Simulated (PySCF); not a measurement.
# Working out the ionisation energy of V⁺

V⁺ [Ar] 3d4 (5D) → V²⁺ [Ar] 3d3 (4F). All numbers are calculated (PySCF 2.14, no relativity, point nucleus, in dyall-av2z). Frozen: [Ar]; the 25 highest virtual orbitals dropped. Energies in hartree (1 hartree = 27.21139 eV):

```
            part   V⁺ (lower)  V²⁺ (upper)
             UHF  -942.663537  -942.175507
CCSD correlation    -0.047905    -0.019073
             (T)    -0.000795    -0.000075
```

**Question.** What does Hartree-Fock give?

**Answer.** (-942.175507) − (-942.663537) = 0.488030 hartree = 13.280 eV.

**Question.** What do CCSD and CCSD(T) give?

**Answer.** The CCSD correlation energies differ by 0.028832 hartree = 0.785 eV and the triples by 0.000720 hartree = 0.020 eV, so CCSD gives 14.065 eV and CCSD(T) 14.085 eV.

A first-order spin-orbit estimate adds -0.017 eV to CCSD(T) (valence), giving 14.068 eV against 14.634 ± 0.007 eV (measured; NIST Atomic Spectra Database, ionization energies).

The calculation is non-relativistic.

A double-zeta basis recovers only part of the correlation energy.

What remains against the reference includes basis incompleteness, the frozen core and higher excitations.
